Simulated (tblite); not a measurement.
C6H9B.
Numbering: `[BH2:1][C@@H:2]1[CH2:3][CH2:4][C:5]12[CH:6]=[CH:7]2` (hydrogens: H8, H9 on B1; H10 on C2; H11, H12 on C3; H13, H14 on C4; H15 on C6; H16 on C7)

Computed with GFN2-xTB (tblite), gas phase: L-BFGS steps from a force-field or distance-geometry start until the largest atomic force falls under 0.01 eV/Å.

Step 38: E = -504.4767 eV
```
atom  x, y, z in Å  |  force x, y, z in eV/Å
B1      0.6238    2.0184   -0.4755    0.009  -0.006   0.009
C2     -0.1343    0.6564   -0.5751    0.130   0.020  -0.013
C3     -1.5386    0.3925    0.0196    0.072   0.011  -0.033
C4     -1.1098   -1.0293    0.4130    0.031  -0.023  -0.008
C5      0.3357   -0.6427    0.1125   -0.051   0.030  -0.102
C6      1.5408   -0.8928    0.9523    0.023   0.031  -0.019
C7      1.5104   -1.5073   -0.1993   -0.037  -0.061  -0.013
H8      0.0426    3.0314   -0.3846   -0.015  -0.061   0.032
H9      1.7932    2.0355   -0.5671   -0.057  -0.037   0.040
H10    -0.1603    0.4552   -1.6594   -0.002   0.010   0.050
H11    -1.7435    1.0164    0.8863   -0.011   0.028  -0.006
H12    -2.3703    0.4617   -0.6757   -0.048   0.014  -0.027
H13    -1.4937   -1.7910   -0.2695    0.019   0.006   0.082
H14    -1.3231   -1.3245    1.4391   -0.006  -0.042   0.009
H15     2.0462   -0.7076    1.8693   -0.028   0.063  -0.016
H16     1.9734   -2.1634   -0.8972   -0.029   0.019   0.015
```

Step 39: E = -504.4789 eV
```
atom  x, y, z in Å  |  force x, y, z in eV/Å
B1      0.6237    2.0148   -0.4665   -0.008   0.011   0.004
C2     -0.1307    0.6530   -0.5764    0.110   0.019  -0.007
C3     -1.5381    0.3921    0.0103    0.077  -0.008  -0.011
C4     -1.1114   -1.0266    0.4191    0.043   0.000  -0.020
C5      0.3356   -0.6444    0.1138   -0.081   0.040  -0.065
C6      1.5466   -0.8935    0.9468    0.014   0.055   0.012
C7      1.5079   -1.5060   -0.2050   -0.012  -0.130  -0.015
H8      0.0324    3.0199   -0.3685   -0.014  -0.022   0.034
H9      1.7921    2.0428   -0.5559   -0.038  -0.047   0.039
H10    -0.1523    0.4512   -1.6589    0.007   0.008   0.002
H11    -1.7499    1.0230    0.8682   -0.016   0.055   0.050
H12    -2.3662    0.4572   -0.6886   -0.057  -0.003  -0.059
H13    -1.4980   -1.7929   -0.2568    0.028  -0.004   0.097
H14    -1.3265   -1.3087    1.4493    0.006  -0.044  -0.022
H15     2.0613   -0.7066    1.8586   -0.041   0.063  -0.022
H16     1.9660   -2.1664   -0.9009   -0.018   0.007  -0.016
```

Q: Estimate the geometry and energy of step 40. (The exact step hangs on the optimiser's Hessian estimate; all steps are aligned on step 39, rigid shifts and turns removed.)

A: E = -504.4808 eV, largest force 0.136 eV/Å
```
atom  x, y, z in Å  |  force x, y, z in eV/Å
B1      0.6229    2.0129   -0.4585   -0.011   0.022   0.005
C2     -0.1256    0.6506   -0.5772    0.032   0.012  -0.018
C3     -1.5370    0.3922    0.0009    0.021   0.006   0.020
C4     -1.1116   -1.0235    0.4249    0.021   0.021  -0.018
C5      0.3357   -0.6453    0.1147   -0.048   0.019  -0.009
C6      1.5524   -0.8944    0.9416   -0.001   0.047   0.000
C7      1.5051   -1.5075   -0.2099   -0.006  -0.134   0.022
H8      0.0226    3.0106   -0.3526   -0.016   0.013   0.033
H9      1.7900    2.0493   -0.5455   -0.011  -0.047   0.037
H10    -0.1436    0.4472   -1.6580    0.020   0.015  -0.040
H11    -1.7581    1.0317    0.8513    0.002   0.033   0.046
H12    -2.3642    0.4530   -0.7023    0.003  -0.026  -0.044
H13    -1.5002   -1.7964   -0.2421    0.032  -0.006   0.091
H14    -1.3297   -1.2949    1.4586    0.029  -0.028  -0.051
H15     2.0753   -0.7068    1.8492   -0.057   0.060  -0.039
H16     1.9583   -2.1696   -0.9065   -0.011  -0.005  -0.034
```

The energy changes by -0.0019 eV. The first-order estimate −F·Δx gives -0.0027 eV and the mean of the old and new forces, exact on a quadratic surface, -0.0019 eV. The step makes an angle of 80° with the force vector and moves no atom by more than 0.021 Å.

What follows is the cost of the whole relaxation. Hardware: Arm Neoverse V2, one thread, shared host with 32 logical CPUs at a one-minute load of 25. Cost: 0.32 s of wall time.
